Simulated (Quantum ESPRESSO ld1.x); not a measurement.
Q: Valence configurations of Ne II (all share [He]). Calculated with ld1.x of Quantum ESPRESSO 7.5: Dirac Kohn-Sham, BLYP, spin-unpolarised, spherical densities, point nucleus; open shells are shared between the two j in proportion to 2j + 1. Order these by energy: 2s1.5 2p5.5; 2s2 2p5; 2s1 2p6.

A: From the lowest, in eV above it: 2s2 2p5 0.000; 2s1.5 2p5.5 11.619; 2s1 2p6 23.257. NIST lists [He] 2s2 2p5 as the ground configuration; this level of theory agrees among the configurations tried. The energies are those of spherical spin-averaged densities, not of single terms.
